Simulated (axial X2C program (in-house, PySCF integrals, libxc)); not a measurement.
CdTe⁺: properties at the nuclei

Computed with an axial X2C code built on PySCF integrals: two-component X2C with atomic mean-field Coulomb and Gaunt terms, Gaussian nuclei, basis Te dyall-cv3z, Cd dyall-cv3z with contracted cores.

R = 2.676 Å (near the PBE0 minimum at charge 1 of the determinant lowest at the starting distance; the state shown can have its own minimum elsewhere).

Input and command:
```json
{"zs": [52, 48], "q": 1, "bas": ["dyall-cv3z", "dyall-cv3z"], "r0": 2.72, "levels": ["PBE0", "HF", "BP86", "BHandHLYP", "TPSSh"], "nst": 3}
```
```bash
python soeom.py task.json out
```

Keys: zs atomic numbers; q charge; bas basis sets; r0 starting distance in Å; levels methods; nst determinants followed.

Determinant lowest in the PBE0 search, Ω = 3/2 (⟨Sz⟩ = 0.55, ⟨Lz⟩ = 0.95 at PBE0), spin on the atoms Te 0.55, Cd 0.00:

```json
{"level": "PBE0", "Eeff magnitude (GV/cm)": "1.14", "Ws magnitude Te (kHz)": "0.653", "Ws magnitude Cd (kHz)": "0.212", "A∥/gI Te (MHz)": "603", "qzz Te (a.u.)": "6.84", "A∥/gI Cd (MHz)": "-91", "qzz Cd (a.u.)": "-0.28"}
{"level": "HF", "Eeff magnitude (GV/cm)": "1.3", "Ws magnitude Te (kHz)": "0.116", "Ws magnitude Cd (kHz)": "0.406", "A∥/gI Te (MHz)": "454", "qzz Te (a.u.)": "6.69", "A∥/gI Cd (MHz)": "-1320", "qzz Cd (a.u.)": "-0.96"}
{"level": "BP86", "Eeff magnitude (GV/cm)": "1.05", "Ws magnitude Te (kHz)": "0.513", "Ws magnitude Cd (kHz)": "0.11", "A∥/gI Te (MHz)": "628", "qzz Te (a.u.)": "6.86", "A∥/gI Cd (MHz)": "-37", "qzz Cd (a.u.)": "-0.01"}
{"level": "BHandHLYP", "Eeff magnitude (GV/cm)": "1.32", "Ws magnitude Te (kHz)": "0.778", "Ws magnitude Cd (kHz)": "0.262", "A∥/gI Te (MHz)": "632", "qzz Te (a.u.)": "7.16", "A∥/gI Cd (MHz)": "-74.1", "qzz Cd (a.u.)": "-0.44"}
{"level": "TPSSh", "Eeff magnitude (GV/cm)": "0.919", "Ws magnitude Te (kHz)": "0.52", "Ws magnitude Cd (kHz)": "0.172", "A∥/gI Te (MHz)": "604", "qzz Te (a.u.)": "6.75", "A∥/gI Cd (MHz)": "-90.7", "qzz Cd (a.u.)": "-0.22"}
```

Determinant 0.55 eV from it at PBE0 and this distance, Ω = 1/2 (⟨Sz⟩ = -0.47, ⟨Lz⟩ = 0.97 at PBE0), spin on the atoms Te -0.53, Cd 0.06:

```tsv
level	Eeff magnitude (GV/cm)	Ws magnitude Te (kHz)	Ws magnitude Cd (kHz)	A∥/gI Te (MHz)	qzz Te (a.u.)	A∥/gI Cd (MHz)	qzz Cd (a.u.)
PBE0	3.03	4.58	0.861	4210	6.65	1650	-0.21
HF	4.31	6.3	1.01	3970	5.64	4630	-0.95
BP86	2.72	4.09	0.746	4260	7.03	1300	0.13
BHandHLYP	3.6	5.47	1.04	4170	6.78	1940	-0.41
TPSSh	2.52	3.97	0.846	4110	6.57	1400	-0.14
```

Eeff is the effective electric field on the electron electric dipole moment in this Ω state and Ws the scalar–pseudoscalar constant of the nucleus named (defined with the proton number Z and per Ω); A∥ (defined per Ω) follows by multiplying with gI = μI/(I μN); qzz is the electric field gradient, eQq0 = 234.96 MHz × Q/barn × qzz. The operators were transformed with the bare-nucleus X2C matrices; with these basis sets, hyperfine constants and field gradients can be off by tens of per cent, and where levels differ in sign neither size nor sign is settled.

Q: With gI(125Te) = -1.7770 (g factors from the IAEA table of nuclear moments by Stone), turn the PBE0 values of the first state into constants in MHz.

A: A∥(125Te) = 603 × -1.7770 = -1070 MHz.

Each state is one determinant with collinear spin. Unrestricted Hartree–Fock can overshoot spin polarisation at the nuclei. In the state Ω = 3/2 the sign of Eeff differs between levels (HF against PBE0). The search compared states at one distance, so a state with another bond length can lie lower. The sign of Ws at Te differs between levels in the first state. Further determinants of the search, some of them spin-mixed, are not shown. Where a field gradient or hyperfine factor spreads by more than a factor of two over the levels, a constant derived from it is not to be relied on. PBE0 term energies can be off by some tenths of an eV.
